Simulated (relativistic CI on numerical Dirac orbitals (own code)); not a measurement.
# Spin-allowed bands of a d2 ion in an octahedral site, by hand

Problem. Take Δ = 24400 cm⁻¹ and B = 600 cm⁻¹ for a d2 ion in an octahedral site. Calculate the three spin-allowed bands.

Working.
1. The terms of highest spin are 3F (energy 0) and 3P (15B = 9000 cm⁻¹). Here the F term splits into A2 at +1.2Δ = 29280, T2 at +0.2Δ = 4880 and T1 at −0.6Δ = -14640 cm⁻¹.
2. The two T1 states mix through the element 0.4Δ: H = [[-14640, 9760], [9760, 9000]], with roots ½(H₁₁ + H₂₂) ∓ ½√[(H₂₂ − H₁₁)² + 4H₁₂²] = ½(-5640) ∓ ½(30657) = -18149 and 12509 cm⁻¹.
3. The ground term is 3T1 at -18149 cm⁻¹.
4. Bands: 3T2 23029 cm⁻¹ (434 nm), 3T1(P) 30657 cm⁻¹ (326 nm), 3A2 47429 cm⁻¹ (211 nm).

Check. Exact diagonalisation of the whole d2 shell with these parameters gives 3T2 23029, 3T1 30657, 3A2 47429 cm⁻¹. The match is exact, since without spin-orbit coupling no other term has this spin. The ratio of the second band to the first, 1.331, depends on Δ/B = 40.7 alone, which is how a Tanabe-Sugano diagram is read.
